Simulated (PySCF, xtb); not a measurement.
C2H5NOSi, SMILES [SiH2](CC#N)O. Other conformers were not sampled.

Harmonic wavenumbers (cm⁻¹) from GFN2-xTB (xtb 6.7.1) at its own minimum, in rising order: 47, 128, 220, 304, 375, 461, 485, 601, 708, 735, 758, 797, 816, 899, 1020, 1068, 1179, 1409, 2271, 2300, 2403, 2972, 2981, 3675.

Task: What does PySCF with B3LYP-D3(BJ)/def2-SVP give at its own minimum? (An estimate is asked for; the answer gives what the named calculation found.)

Result: 64, 117, 184, 251, 383, 474, 499, 698, 725, 783, 837, 858, 946, 970, 994, 1148, 1184, 1411, 2231, 2231, 2373, 3051, 3106, 3881. Paired by order, the mean absolute difference is 55 cm⁻¹ and the zero-point energies are 40.9 and 42.0 kcal/mol.
